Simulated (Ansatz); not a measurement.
Input for Ansatz (a first-principles code): R-PBE0/def2-TZVPPD on BF3H3N (a complex), monomers drawn apart or pushed together. Files ending in .json are basis or fitting sets from the Basis Set Exchange.

Ansatz 0.2 input:
```yaml
crystal:
  periodic: [false, false, false]
  atoms:
    - {symbol: F, position_ang: [-1.12754800, -0.83537892, 0.69297262]}
    - {symbol: B, position_ang: [-0.00733229, -0.08964472, 0.96186176]}
    - {symbol: F, position_ang: [0.00315175, 1.14889885, 0.37091927]}
    - {symbol: F, position_ang: [1.17295726, -0.78058983, 0.84861568]}
    - {symbol: N, position_ang: [-0.11521468, 0.21342093, 2.45017487]}
    - {symbol: H, position_ang: [-0.97120746, 0.72704029, 2.64154218]}
    - {symbol: H, position_ang: [-0.12615488, -0.65174688, 2.98357530]}
    - {symbol: H, position_ang: [0.67738747, 0.77393513, 2.75143217]}
basis:
  gaussian:
    orbitals: def2-TZVPPD.json
hamiltonian:
  xc: {name: PBE0}
scf: {lower_state_search: off}
```

Problem. Predict the final total energy.

Solution. -380.9377 hartree.
